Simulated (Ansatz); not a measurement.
Ru₆⁺, relaxed as a doublet with UKS PBE-D4/def2-SVP in Ansatz, starting from the GFN2-xTB geometry. Force threshold 0.02 eV/Å.

In the def2 sets Ru takes a core potential; there is no spin–orbit coupling. The charge 1 doublet is spin-contaminated (final ⟨S²⟩ up to 1.54, 0.75 for a pure state). The structure comes from a short search, and lower isomers may exist.

Start:

Cartesian coordinates in Å:
```
Ru 0.863 -0.975 -0.836
Ru 1.302 0.358 1.188
Ru -0.353 1.753 0.163
Ru -0.158 -1.502 1.554
Ru -0.162 0.784 -2.015
Ru -1.492 -0.418 -0.053
```

Problem. Estimate the energy that the relaxation releases and the steps that it takes.

Solution. 6.5 kcal/mol, in 6 steps; 74 s on 4 threads of Arm Neoverse V1 on a shared host. No frequencies were taken in this run, so the end may be a saddle point.

Problem. Does the start keep its bonding and symmetry?

Solution. By distances, no bond broke or formed. The bond that changes most is Ru2–Ru5, from 3.55 to 3.39 Å (atoms count from 1). Point group C2 at the start, C2 at the end, both within 0.05 Å.

Problem. Predict the relaxed structure.

Solution. 
```xyz
6

Ru    0.8501   -1.0426   -0.8143
Ru    1.2865    0.3889    1.1548
Ru   -0.3363    1.7275    0.1991
Ru   -0.1226   -1.4069    1.4672
Ru   -0.1680    0.7567   -1.8838
Ru   -1.5097   -0.4236   -0.1230
```
Bond lengths (bridged metal pairs left out): 14 × Ru–Ru 2.30 to 3.39 Å.
